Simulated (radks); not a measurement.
Q: Successive ionisation energies (eV) of one element, from differences of total energies of ions in their ground configurations, starting at charge 22: 695.68, 1212.9, 1287.3, 1363.4, 1440.9, 1520.0, 1600.6, 1695.4, 1779.6, 1865.3, 1952.4, 2192.7, 2270.7, 2349.2, 2428.3, 2573.4, 2655.5, 2826.4, 2903.7, 6723.9, 6944.0, 7166.0. All-electron calculation, Dirac Kohn-Sham, exchange-only PBE, spin-unpolarised, spherical densities, finite nucleus; open shells fill j = l - 1/2 first; Fermi nuclear charge, rms radius 4.6802 fm. Program: a radial shooting solver on a logarithmic mesh with Libxc functionals. Which element is it?

A: Antimony (Z = 51). The first species listed is Sb22+ in [Ar] 3d10 4s1, the last Sb43+ in [He] 2s2 2p4.
